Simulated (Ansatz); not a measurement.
Gas-phase electronic energies from Ansatz, PBE0-D4/def2-TZVP geometries. CBS: MP2 limit from def2 TZ/QZ plus the TZ coupled-cluster correction, frozen cores. This one scheme is used for every species. Functionals use def2-TZVPP. B3LYP here is the variant with VWN-RPA as its local correlation; programs differ in this. One conformer a species, not always the lowest.

Reaction (cleavage of the Al–Si bond): `C=CN[SiH2][AlH2]` + `N=C=CO` → `N=C=C[O][AlH2]` + `C=CN[SiH3]`

`C=CN[SiH2][AlH2]`:

Cartesian coordinates in Å:
```
C 1.354 0.163 -0.402
C 0.263 0.499 -1.206
N -0.910 0.845 -0.703
Si -1.248 0.377 1.032
Al 0.426 -1.451 0.771
H 1.518 0.764 0.492
H 2.265 -0.121 -0.915
H 0.327 0.389 -2.288
H -1.641 1.047 -1.367
H -2.740 0.323 1.042
H -0.900 1.581 1.850
H -0.147 -2.551 -0.241
H 1.435 -1.866 1.934
```

`N=C=CO`:

```xyz
7

N    -1.251   -0.344   -1.264
C    -0.276   -0.198   -0.532
C     0.709   -0.205    0.331
O     0.711    0.410    1.558
H    -1.349    0.383   -1.977
H     1.645   -0.687    0.082
H    -0.190    0.639    1.802
```

`N=C=C[O][AlH2]`:

Cartesian coordinates in Å:
```
N 1.452 -0.956 -1.656
C 0.467 -0.321 -1.299
C -0.681 0.216 -0.953
O -1.190 0.208 0.305
Al -0.534 0.193 1.873
H 2.327 -0.428 -1.632
H -1.281 0.707 -1.711
H 1.034 0.303 2.042
H -1.593 0.079 3.032
```

`C=CN[SiH3]`:

```xyz
11

C    -1.143   -0.376   -1.800
C    -0.668    0.147   -0.670
N     0.247   -0.433    0.187
Si    1.016    0.353    1.520
H    -0.819   -1.344   -2.165
H    -1.878    0.162   -2.380
H    -1.019    1.123   -0.341
H     0.572   -1.344   -0.101
H     1.585   -0.714    2.379
H     2.112    1.280    1.121
H    -0.005    1.147    2.252
```

```tsv
level	ΔE (kcal/mol)
B3LYP-D4	-24.1
ωB97M-V	-21.9
```

**Question.** What does CCSD(T)/CBS give? (Estimate.)

**Answer.** Ansatz gave: -22.7 kcal/mol. The listed levels differ from it by -1.4, 0.8 kcal/mol.

Largest T1 diagnostic among the species: 0.016.

From PBE to PBE0 (25 % exact exchange), in def2-TZVPP and without D4, ΔE moves by −1.3 kcal/mol. The D4 term adds +2.2 kcal/mol with B3LYP and +1.1 kcal/mol with PBE0; it sums over pairs of atoms, weighted by their polarisabilities, and B3LYP, whose exchange is more repulsive, gets the larger term. In def2-TZVPP, CCSD(T) changes the Hartree–Fock value by +11.2 kcal/mol (the triples alone add +2.1 kcal/mol) and MP2 by +9.5 kcal/mol.
